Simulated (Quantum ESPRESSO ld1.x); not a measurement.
Results of a calculation; reference values are marked as such.
Question: The mean radii <r> (bohr) of the occupied orbitals of an atom or ion are listed with their occupations. Level of theory: Dirac Kohn-Sham, exchange-only PBE, spin-unpolarised, spherical densities, point nucleus (ld1.x of Quantum ESPRESSO 7.5).

orbital  occ.      <r>
1s1/2       2  0.01834
2s1/2       2  0.07693
2p1/2       2  0.06365
2p3/2       4  0.07161
3s1/2       2   0.2005
3p1/2       2   0.1906
3p3/2       4   0.2053
3d3/2       4   0.1797
3d5/2       6   0.1842
4s1/2       2   0.4494
4p1/2       2   0.4546
4p3/2       4   0.4879
4d3/2       4   0.5048
4d5/2       6   0.5162
5s1/2       2    1.068
5p1/2       2    1.178
5p3/2       4    1.283
4f5/2       6   0.6033
4f7/2       8   0.6130
6s1/2       2    3.246
5d3/2     1.6    2.044
5d5/2     2.4    2.155

Name the element and its charge. Open shells, if any, are shared by 2j + 1.

Answer: Z = 74, tungsten, charge 0: W in [Xe] 4f14 5d4 6s2. The 1s radius gives Z: for a bare nucleus <r> = (2 gamma + 1)/(2Z) with gamma = sqrt(1 - (Z/c)^2), 0.01813 bohr for Z = 74, and screening makes it slightly larger (0.01834 here). The occupations add up to 74, and the charge is Z minus that.
